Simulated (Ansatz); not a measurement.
Basis-set extrapolation for `N[Si](O)Cl` radical (PBE0-D4/def2-TZVP geometry, frozen core, Ansatz 0.2.0). Multiplicity 2, UHF reference.

|  | def2-TZVPP | def2-QZVPP |
| --- | --- | --- |
| HF | -879.680845 | -879.709768 |
| MP2 correlation | -0.738348 | -0.802315 |
| CCSD(T) correlation | -0.798431 | -0.860517 |

Energies in hartree. Use E(X) = E(∞) + A·exp(−7.88·√X) for Hartree–Fock and E(X) = E(∞) + B·X^(−2.97) for correlation, with X = 3 and 4.

What is the CCSD(T) energy at the basis-set limit?

HF limit: -879.709768 + (-0.028923) × 0.13774 = -879.71375. Correlation limit: -0.860517 + (-0.062086) × 0.74074 = -0.90651. Total: -880.62026 hartree, 88.5 kcal/mol below CCSD(T)/def2-TZVPP.
